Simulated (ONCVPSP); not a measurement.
Mg (Z = 12), ONCV: configuration errors across variants

magnesium (Mg), optimised norm-conserving Vanderbilt (ONCV), made with ONCVPSP 4.0.1 (LDA (Perdew-Wang 92), scalar-relativistic). Core [He], reference 2s2 2p6 3s2. Waves: 2s+3s: rc 1.00 bohr, ncon 4, nbas 9, qcut 13.4 1/bohr, 2 projectors; 2p: rc 1.05 bohr, ncon 4, nbas 7, qcut 13.6 1/bohr, 1 projector. Local part: polynomial inside 0.65 bohr (lpopt 3, dvloc0 0 Ha). Core correction: none.

All-electron excitation energies from the reference (eV): (1) 2s2 2p6 3s1 8.068; (2) 2s2 2p6 3s0 23.111; (3) 2s2 2p6 3s1.5 3.189; (4) 2s2 2p6 3s0 3p2 7.267.

Errors AE − PS in meV (a dash: test not solved or not reliable):

```csv
change,(1),(2),(3),(4),bound ghosts,GHOST(+) flags above zero
base,-0.1,-0.9,0.0,-45,none,none
p: rc 0.74,-0.1,-0.3,0.0,-15,none,none
p: rc 0.8,-0.1,-0.4,0.0,-18,none,none
p: rc 0.9,-0.1,-0.6,0.0,-27,none,none
p: rc 1,-0.1,-0.8,0.0,-39,none,none
p: rc 1.08,-0.1,-0.9,0.0,-50,none,none
p: rc 1.16,-0.2,-1.1,0.0,-63,none,none
p: rc 1.24,-0.2,-1.3,0.0,-77,none,none
p: rc 1.34,-0.2,-1.6,0.0,-102,none,none
p: rc 1.42,-0.2,-1.8,0.0,-122,none,none
```

Task: Give the same row for: p: rc 1.52.

Result: -0.3, -2.3, 0.0, -168; bound ghosts: none; GHOST(+) flags above zero: none.
